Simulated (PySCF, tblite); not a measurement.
Isomers of C6H7O2P, one GFN2-xTB conformer each. Single-point energies are computed at PBE0/pcSseg-1 (PySCF, gas phase, no added dispersion term), electronic only.

| SMILES | GFN2-xTB relative energy (kJ/mol) |
| --- | --- |
| C=Cc1pcoc1OC | 75.5 |
| CC(=O)c1pcoc1C | 0.0 |
| C#CP(C=C)C(=O)OC | 253.5 |
| CC(=O)c1occ(C)p1 | 6.6 |
| CC(=O)c1coc(C)p1 | 7.6 |

Conformers: `[CH2:1]=[CH:2][c:3]1[p:4][cH:5][o:6][c:7]1[O:8][CH3:9]` with C1–C2–C3–P4 0°, O6–C7–O8–C9 0°; `[CH3:1][C:2](=[O:3])[c:4]1[p:5][cH:6][o:7][c:8]1[CH3:9]` with C1–C2–C4–P5 0°; `[CH:1]#[C:2][P:3]([CH:4]=[CH2:5])[C:6](=[O:7])[O:8][CH3:9]` with C2–P3–C4–C5 -33°, C2–P3–C6–O7 -137°, P3–C6–O8–C9 176°; `[CH3:1][C:2](=[O:3])[c:4]1[o:5][cH:6][c:7]([CH3:8])[p:9]1` with C1–C2–C4–O5 0°; `[CH3:1][C:2](=[O:3])[c:4]1[cH:5][o:6][c:7]([CH3:8])[p:9]1` with C1–C2–C4–C5 -179°.

Question: What does PBE0/pcSseg-1 give for the same structures?

Answer: 
```
          SMILES  PBE0/pcSseg-1 E (Eh)  PBE0/pcSseg-1 (kJ/mol)  GFN2-xTB (kJ/mol)  point group
  CC(=O)c1pcoc1C            -724.01563                     0.0                0.0           Cs
CC(=O)c1coc(C)p1            -724.01462                     2.6                7.6      near Cs
CC(=O)c1occ(C)p1            -724.01179                    10.1                6.6           Cs
    C=Cc1pcoc1OC            -723.96667                   128.5               75.5           Cs
C#CP(C=C)C(=O)OC            -723.92636                   234.4              253.5           C1
```

Both levels put the same isomer lowest; measured from each level's own lowest isomer, the values differ by up to 53.0 kJ/mol (C=Cc1pcoc1OC: 75.5 against 128.5). As drawn, the lowest has an aromatic ring, which the highest lacks; the highest has a C≡C bond, a C(=O)–O unit and a C=C bond outside aromatic rings, which the lowest lacks. Neighbours under 10 kJ/mol apart (CC(=O)c1pcoc1C and CC(=O)c1coc(C)p1; CC(=O)c1coc(C)p1 and CC(=O)c1occ(C)p1) can change places with a better method, another conformer or zero-point energy.

Question: Which frontier levels, dipoles and rotational constants go with these structures?

Answer: 
| SMILES | HOMO (eV, PBE0/pcSseg-1) | LUMO (eV) | dipole (D) | A, B, C (MHz) |
| --- | --- | --- | --- | --- |
| CC(=O)c1pcoc1C | -7.06 | -1.46 | 1.77 | 2016, 1417, 840.8 |
| CC(=O)c1coc(C)p1 | -6.97 | -1.46 | 3.03 | 3349, 939.7, 740.6 |
| CC(=O)c1occ(C)p1 | -7.15 | -2.23 | 4.31 | 3360, 958.7, 752.8 |
| C=Cc1pcoc1OC | -6.03 | -1.00 | 2.90 | 2072, 1255, 785.5 |
| C#CP(C=C)C(=O)OC | -6.92 | -0.34 | 1.99 | 2094, 1073, 803.7 |

Question: What happens when harmonic zero-point energies from GFN2-xTB frequencies are added?

Answer: 
| SMILES | ZPE (kJ/mol) | electronic (kJ/mol) | with ZPE (kJ/mol) |
| --- | --- | --- | --- |
| CC(=O)c1pcoc1C | 305.4 | 0.0 | 0.0 |
| CC(=O)c1coc(C)p1 | 305.4 | 2.6 | 2.6 |
| CC(=O)c1occ(C)p1 | 305.5 | 10.1 | 10.2 |
| C=Cc1pcoc1OC | 304.4 | 128.5 | 127.5 |
| C#CP(C=C)C(=O)OC | 291.3 | 234.4 | 220.2 |

The zero-point energies span 14.2 kJ/mol. The order is unchanged.
